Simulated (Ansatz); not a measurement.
C3H3N2 (SMILES [c]1c[nH]cn1), doublet, at a GFN2-xTB geometry; BHLYP/STO-3G run with Ansatz (a first-principles code).

Ansatz was given this input:
Ansatz 0.2 input:
```yaml
crystal:
  periodic: [false, false, false]
  atoms:
    - {symbol: C, position_ang: [0.62144743, -1.03886727, -0.00704831]}
    - {symbol: C, position_ang: [1.15265949, 0.20944187, 0.02891025]}
    - {symbol: N, position_ang: [0.05451505, 1.04591052, 0.02172701]}
    - {symbol: C, position_ang: [-1.04336427, 0.24979233, -0.01753433]}
    - {symbol: N, position_ang: [-0.70674734, -1.01313845, -0.03511281]}
    - {symbol: H, position_ang: [2.15724996, 0.57184534, 0.05764149]}
    - {symbol: H, position_ang: [0.07195203, 2.05438155, 0.04192068]}
    - {symbol: H, position_ang: [-2.04803183, 0.62216701, -0.03182727]}
basis:
  gaussian:
    orbitals: STO-3G
hamiltonian:
  xc: {name: BHLYP}
magnetization: {spin_polarized: true, initial_magnetization: 1}
accuracy: high
```

### Question
Write the output that Ansatz gives for this input, abridged.

### Answer

```
Functional definition: BHLYP
593 factors; integrals over basis functions are off by at most 2.1e-8 eV
mean field evaluation 1: about -6052.7984 eV, gradient 1.6e1 eV
mean field evaluation 2: about -6052.7555 eV, gradient 1.9e1 eV
mean field evaluation 4: about -6054.6988 eV, gradient 9.9e-1 eV
mean field evaluation 8: about -6054.7564 eV, gradient 1.6e-1 eV
mean field evaluation 16: about -6054.7583 eV, gradient 9.5e-4 eV
mean field -6054.75835002 eV, -222.5082653005 hartree, gradient 7.0e-8 eV, S^2 0.766680; 0 other end points of the search recorded, 0 dependent functions left out
reference -6054.75836976 eV, -222.5082660262 hartree; 18, 17 occupied and 10, 11 virtual orbitals, 593 factors
Total energy: -6054.75836976 eV, -222.5082660262 hartree
```
